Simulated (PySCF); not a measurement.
Computed IR spectrum (relative IR intensity) of a molecule C₂H₄Cl₂Si. The structure is a stationary point at PBE-D3(BJ)/def2-SVP. The values are those of a single conformer. Level of theory: PBE-D3(BJ)/def2-SVP (PySCF). Frequencies are harmonic and unscaled.

ν (cm⁻¹): 477 (w), 552 (m), 577 (w), 667 (m), 671 (w), 698 (m), 783 (w), 831 (vs), 914 (m), 1096 (vw), 1255 (vw), 1595 (m), 2179 (m), 2185 (m) (against the strongest line: vs over 80 %, s over 45 %, m over 15 %, w over 4 %, vw less)

**Question.** Which molecule gave these data?
(A) Cl/C=C\[SiH2]Cl
(B) [SiH3]C=C(Cl)Cl
(C) C=C(Cl)[SiH2]Cl
(D) C=C[SiH](Cl)Cl

**Answer.** A, Cl/C=C\[SiH2]Cl
